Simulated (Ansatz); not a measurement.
## A geometry optimisation of Al2FHO2 with B3LYP/6-31G*

The starting geometry of this gas-phase singlet was optimised with GFN2-xTB.

```xyz
6

Al    0.1358    0.6974    1.7836
Al    0.1509    0.3527   -0.7816
F    -0.3194    0.0526   -2.3382
O     0.2795    1.5943    0.3552
O     0.4775   -0.9116    0.4132
H     0.6166   -1.8623    0.4118
```

Task: Where would you expect an optimisation with B3LYP/6-31G* to take it?

Result: A bond breaks, leaving `[OH][Al]([F])[O][Al]`. Distances that change by over a tenth: Al1–O5 (2.14 → 4.45 Å). Contacts that open: Al1–Al2 (2.59 → 3.41 Å).

The energy falls by 0.69 eV over 19 steps:

| step | E − E(last) (eV) |
| --- | --- |
| 1 | 0.695 |
| 3 | 0.467 |
| 5 | 0.387 |
| 7 | 0.311 |
| 9 | 0.152 |
| 11 | 0.039 |
| 13 | 0.002 |
| 15 | 0.000 |
| 17 | 0.000 |
| 19 | 0.000 |

Final geometry (Å):

```xyz
6

Al    0.1962    2.4181    1.9667
Al    0.1682   -0.0289   -0.4058
F    -0.1118    0.2442   -2.0153
O     0.1618    1.2537    0.6998
O     0.4632   -1.6224    0.1212
H     0.4633   -2.3417   -0.5227
```

No frequencies were run, so the end isn't proven a minimum. Run with Ansatz 0.2.0, 30 s on 1 thread of Intel(R) Xeon(R) 6975P-C (Granite Rapids), with other jobs on the host.
